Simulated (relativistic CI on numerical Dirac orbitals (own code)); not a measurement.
## Ligand-field terms of d6

Computed with a parametric ligand-field model of a d^n configuration (Racah B and C, spin-orbit zeta, crystal field), exact diagonalisation.

Field parameters in Wybourne normalisation: Oh B⁴₀ = 21Dq, B⁴₄ = √(5/14) B⁴₀. The field is a parameter set, without covalency.

**Question.** Ground term and bands for B = 430, C = 2190, ζ = 0 cm⁻¹, Oh, 10Dq = 39600 cm⁻¹?

**Answer.** Ground term 1A1 with 0.01 electrons in the two orbitals of the cubic e set. Spin-allowed: 1T1 37816 cm⁻¹ (264 nm), 1T2 44266 cm⁻¹ (226 nm), 1T2 76401 cm⁻¹ (131 nm), 1E 76991 cm⁻¹ (130 nm). Lowest spin-forbidden: 3T1 33303 cm⁻¹ (300 nm), 3T2 36518 cm⁻¹ (274 nm), 5T2 60123 cm⁻¹ (166 nm).

**Question.** A d6 ion in Oh symmetry has the ground term 1A1 and bands at 5T2 11795 cm⁻¹ (848 nm), 3T1 12061 cm⁻¹ (829 nm), 3T2 17910 cm⁻¹ (558 nm), 1T1 20927 cm⁻¹ (478 nm), 1T2 32746 cm⁻¹ (305 nm), 1E 43941 cm⁻¹ (228 nm), 1T2 43948 cm⁻¹ (228 nm). Which parameters reproduce them?

**Answer.** B = 980, C = 4070, ζ = 0 cm⁻¹, Oh, 10Dq = 23350 cm⁻¹.

**Question.** A d6 ion in Oh symmetry has the ground term 1A1 and bands at 3T1 21192 cm⁻¹ (472 nm), 3T2 26750 cm⁻¹ (374 nm), 1T1 29642 cm⁻¹ (337 nm), 5T2 30577 cm⁻¹ (327 nm), 1T2 40913 cm⁻¹ (244 nm), 1T2 60788 cm⁻¹ (165 nm), 1E 61505 cm⁻¹ (163 nm). Which parameters reproduce them?

**Answer.** B = 830, C = 3990, ζ = 0 cm⁻¹, Oh, 10Dq = 32350 cm⁻¹.

**Question.** A d6 ion in Oh symmetry has the ground term 1A1 and bands at 3T1 25145 cm⁻¹ (398 nm), 3T2 29912 cm⁻¹ (334 nm), 1T1 32210 cm⁻¹ (310 nm), 5T2 40333 cm⁻¹ (248 nm), 1T2 41839 cm⁻¹ (239 nm), 1T2 65615 cm⁻¹ (152 nm), 1E 66364 cm⁻¹ (151 nm). Which parameters reproduce them?

**Answer.** B = 680, C = 3370, ζ = 0 cm⁻¹, Oh, 10Dq = 34650 cm⁻¹.

**Question.** Ground term and bands for B = 520, C = 2550, ζ = 0 cm⁻¹, Oh, 10Dq = 31950 cm⁻¹?

**Answer.** Ground term 1A1 with 0.02 electrons in the two orbitals of the cubic e set. Spin-allowed: 1T1 30023 cm⁻¹ (333 nm), 1T2 37558 cm⁻¹ (266 nm), 1T2 60958 cm⁻¹ (164 nm), 1E 61553 cm⁻¹ (162 nm). Lowest spin-forbidden: 3T1 24705 cm⁻¹ (405 nm), 3T2 28447 cm⁻¹ (352 nm), 5T2 41824 cm⁻¹ (239 nm).
